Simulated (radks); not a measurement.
Species: the palladium ion Pd10+. Configuration: [Ar] 3d10 4s2 4p5 5s1 (not the ground configuration). All-electron calculation, scalar-relativistic Kohn-Sham, PBEsol, spin-polarised, spherical densities, finite nucleus; open shells are filled with parallel spins first (spin-orbit coupling, left out, can overturn this in heavy ions); Fermi nuclear charge, rms radius 4.5318 fm. Program: a radial shooting solver on a logarithmic mesh with Libxc functionals.

X-ray form factor f0, the Fourier transform of the density (f0(0) = 36):

| sin(theta)/lambda (1/angstrom) | f0 (electrons) |
|---|---|
| 0.05 | 35.767 |
| 0.1 | 35.097 |
| 0.15 | 34.064 |
| 0.2 | 32.770 |
| 0.25 | 31.321 |
| 0.3 | 29.807 |
| 0.4 | 26.820 |
| 0.5 | 24.084 |
| 0.6 | 21.669 |
| 0.8 | 17.753 |
| 1 | 14.712 |
| 1.25 | 11.622 |
| 1.5 | 9.218 |
| 2 | 6.436 |
